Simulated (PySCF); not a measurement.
SiFCl2Br, SMILES F[Si](Cl)(Cl)Br.

The structure is a stationary point at ωB97X-D3(BJ)/def2-SVP.

Calculation: M06-2X/def2-TZVP run with PySCF.

Gas-phase values at a fixed geometry.

The total energy is -3884.16004 hartree, the point group comes out as Cs and the highest occupied level is -10.45 eV. The lowest empty level comes out as 0.19 eV and the orbital gap is 10.64 eV. The dipole moment comes out as 0.157 e·Å and the quadrupole, principal values (traceless, Buckingham form, about the centre of nuclear charge) is -3.28, 1.02, 2.26 D·Å. The mean static polarisability is 62.2 bohr³ (9.22 Å³). The polarisability, principal values is 50.2, 65.2, 71.1 bohr³.
